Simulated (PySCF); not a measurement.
## SeMe2: computed shieldings and shifts

SeMe2, C2H6Se.

Geometry:
```tsv
atom	x (Å)	y (Å)	z (Å)
Se1	0.000	-0.001	-1.297
C2	1.451	-0.013	-0.010
H3	1.414	-0.918	0.613
H4	1.416	0.883	0.626
H5	2.391	-0.009	-0.579
C6	-1.451	0.013	-0.010
H7	-1.416	0.920	0.609
H8	-1.415	-0.881	0.628
H9	-2.391	0.006	-0.580
```

GIAO calculations in PySCF 2.14 on the PBE0-D3(BJ)/def2-SVP structure: isolated species, non-relativistic, equivalent atoms averaged; basis pcSseg-1.

**Question.** Give the isotropic shieldings (ppm) with KT2, PBE0.

**Answer.** 
| atoms | environment | KT2 | PBE0 |
| --- | --- | --- | --- |
| Se1 | selenium bonded to 2 C | 1722 | 1770 |
| C2/C6 | carbon bonded to Se, 3 H | 166.5 | 168.4 |
| H3/H4/H5/H7/H8/H9 | hydrogen on a carbon bonded to Se | 29.36 | 29.51 |
| HOMO–LUMO gap (eV) | – | 4.42 | 6.61 |

**Question.** And the chemical shifts, against references computed in the same way?

**Answer.** 
| atoms | nucleus, reference | KT2 | PBE0 |
| --- | --- | --- | --- |
| Se1 | 77Se, Me2Se | -1 | -1 |
| C2/C6 | 13C, TMS | 16.7 | 16.0 |
| H3/H4/H5/H7/H8/H9 | 1H, TMS | 1.82 | 1.75 |

**Question.** Which part of the shielding of Se1 depends on the functional?

**Answer.** Diamagnetic: KT2 3001, PBE0 2997 ppm; paramagnetic: KT2 -1279, PBE0 -1227 ppm. The diamagnetic part, set mainly by inner electrons, hardly moves; the paramagnetic part goes with low-lying magnetically allowed excitations and carries the spread.

**Question.** What couplings does B3LYP/pcJ-1 (pcSseg-1 on Se) give?

**Answer.** 1J(C2,H3) = 147.6, 2J(H3,H4) = -11.2, 3J(C2,H7) = 4.7 Hz (averaged over equivalent pairs; isotopes 13C, 1H).

Relativistic effects, spin–orbit coupling among them, are left out; they matter for Se and for the light atoms bonded to it.
